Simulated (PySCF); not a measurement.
**How methods differ on the excitation energy of Re**

Re [Xe] 4f14 5d5 6s2 (6S) → Re [Xe] 4f14 5d5 6s1 6p1 (8P), as a difference of total energies. Calculation: PySCF 2.14, in aug-cc-pwCVDZ-PP with ECP60MDF (6s6p5d3f, 70 functions); scalar relativity through the core potential. Correlated levels: valence and next inner shell: nothing frozen outside the core potential. The calculations carry no spin-orbit coupling.

| method | excitation energy (eV) |
| --- | --- |
| UHF | 1.076 |
| MP2 (valence and next inner shell) | 2.412 |
| SCS-MP2 (valence and next inner shell) | 2.677 |
| CCSD (valence and next inner shell) | 2.357 |
| CCSD(T) (valence and next inner shell) | 2.481 |

**Question.** How much does correlation contribute at CCSD(T) (valence and next inner shell)?

**Answer.** 2.481 − (1.076) = 1.405 eV, measured against UHF.
